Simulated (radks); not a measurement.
Charge is removed step by step from the 4d (averaged over the sub-levels emptied) level of Mo, starting from [Kr] 4d5 5s1. Calculated with a radial shooting solver on a logarithmic mesh with Libxc functionals: Dirac Kohn-Sham, PBE, spin-unpolarised, spherical densities, point nucleus; open shells are shared between the two j in proportion to 2j + 1.

| removed (e) | E - E(0) (eV) | eigenvalue (eV) | E minus straight line (eV) |
|---|---|---|---|
| 0 | 0.000 | -3.755 | 0.000 |
| 0.125 | 0.531 | -4.745 | -0.477 |
| 0.25 | 1.188 | -5.779 | -0.828 |
| 0.375 | 1.977 | -6.853 | -1.047 |
| 0.5 | 2.903 | -7.966 | -1.129 |
| 0.625 | 3.970 | -9.115 | -1.070 |
| 0.75 | 5.183 | -10.299 | -0.865 |
| 0.875 | 6.546 | -11.517 | -0.509 |
| 1 | 8.064 | -12.766 | 0.000 |

Removing the whole electron costs 8.064 eV by Delta-SCF, against 3.755 eV from minus the eigenvalue at the starting occupation. Slater's transition state (half an electron removed) gives 7.966 eV. Integrating minus the eigenvalue over the occupation (Janak's theorem) gives 8.064 eV. The mean slope of the eigenvalue, de/dn, is 9.01 eV per electron.
